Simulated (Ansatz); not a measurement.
A structure relaxed at PBE0-D4/def2-SVP in Ansatz, charge 0, singlet:

Cartesian coordinates in Å:
```
Si -0.526 -0.038 -1.063
Si -0.230 2.279 -1.425
Si 0.230 -2.279 1.425
Si 0.526 0.037 1.063
N 0.928 -0.954 2.301
N -0.927 0.954 -2.301
N -0.252 -1.263 0.012
N 0.252 1.263 -0.012
O -0.018 3.772 -1.615
O 0.018 -3.772 1.616
```

(1) Give its formula and point group.

(2) Summarise the bond lengths by kind (pairs closer than 1.2 times the sum of covalent radii, bridged metal pairs left out).

Answers

(1) Si₄N₄O₂. Point group C2h (tolerance 0.1 Å).

(2) 10 × N–Si 1.64 to 1.85 Å; 3 × Si–Si 2.36 to 2.37 Å; 2 × O–Si 1.52 Å.

The structure comes from a short search, and lower isomers may exist.
